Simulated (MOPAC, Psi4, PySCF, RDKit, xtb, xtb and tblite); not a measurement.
Two geometries of SMILES COC(=O)[SiH2]C(C)(C)C, relaxed at GFN2-xTB with one dihedral held; other torsions can differ between them too.

Structure A

```
23

C      3.4751     0.0849     0.9824
O      2.4174     1.0084     1.0994
C      2.0465     1.5811    -0.1125
O      2.4914     2.6414    -0.4455
Si     0.6825     0.6084    -1.0462
C     -0.9534     1.5701    -0.7580
C     -1.2001     1.7469     0.7435
C     -2.1233     0.7966    -1.3691
C     -0.8665     2.9494    -1.4162
H      4.4023     0.5882     0.6890
H      3.2386    -0.6906     0.2438
H      3.5973    -0.3669     1.9649
H      1.0357     0.5713    -2.4674
H      0.6165    -0.7365    -0.4662
H     -0.3923     2.3112     1.2056
H     -2.1319     2.2867     0.9116
H     -1.2720     0.7834     1.2445
H     -3.0553     1.3406    -1.2189
H     -2.2245    -0.1838    -0.9091
H     -1.9802     0.6568    -2.4381
H     -0.7449     2.8588    -2.4937
H     -1.7773     3.5164    -1.2243
H     -0.0244     3.5161    -1.0249
```

Structure B

```
23

C      4.0683     0.4983     0.4073
O      2.8487     0.4616     1.1098
C      1.7119     0.8837     0.5300
O      0.6950     0.8297     1.1786
Si     1.6967     1.5556    -1.2804
C     -0.0676     2.1394    -1.7189
C     -1.0533     0.9718    -1.6219
C     -0.0795     2.6856    -3.1485
C     -0.5147     3.2444    -0.7578
H      4.3633     1.5238     0.1757
H      4.0165    -0.0789    -0.5178
H      4.8056     0.0518     1.0730
H      2.6599     2.6632    -1.3702
H      2.1367     0.4721    -2.1722
H     -1.0728     0.5740    -0.6104
H     -2.0585     1.3064    -1.8768
H     -0.7801     0.1705    -2.3066
H     -1.0801     3.0237    -3.4154
H      0.2210     1.9199    -3.8604
H      0.6015     3.5279    -3.2497
H      0.1532     4.1029    -0.8094
H     -1.5189     3.5815    -1.0133
H     -0.5298     2.8755     0.2648
```

Q: Which is lower in energy at the level B3LYP-D3(BJ)/def2-SVP // GFN2-xTB run with Psi4 1.11, and by how much?

A: B is lower, by 7.77 kcal/mol (dihedral C1–O2–C3–Si5: 90° in A, 0° in B).

E(B) − E(A) in kcal/mol at the other levels, on the same two geometries: GFN2-xTB (xtb and tblite) -8.38; MMFF94 // GFN2-xTB (RDKit) -4.30; B3LYP/def2-SVP // GFN2-xTB (Psi4) -7.41; PBE/def2-SVP // GFN2-xTB (Psi4) -8.68; PBE-D3(BJ)/def2-SVP // GFN2-xTB (Psi4) -8.86; UFF // GFN2-xTB (RDKit) -9.26; PM6, restricted, heats of formation // GFN2-xTB (MOPAC) -4.25; AM1, restricted, heats of formation // GFN2-xTB (MOPAC) -0.48; GFN1-xTB // GFN2-xTB (xtb) -6.76; restricted B3LYP/6-31G*, spherical d, density fitting // GFN2-xTB (PySCF) -7.10; restricted M06-2X/6-31G*, spherical d, density fitting // GFN2-xTB (PySCF) -7.29; restricted Hartree-Fock/6-31G*, spherical d, density fitting // GFN2-xTB (PySCF) -4.98; restricted BP86/6-31G*, spherical d, density fitting // GFN2-xTB (PySCF) -8.04.
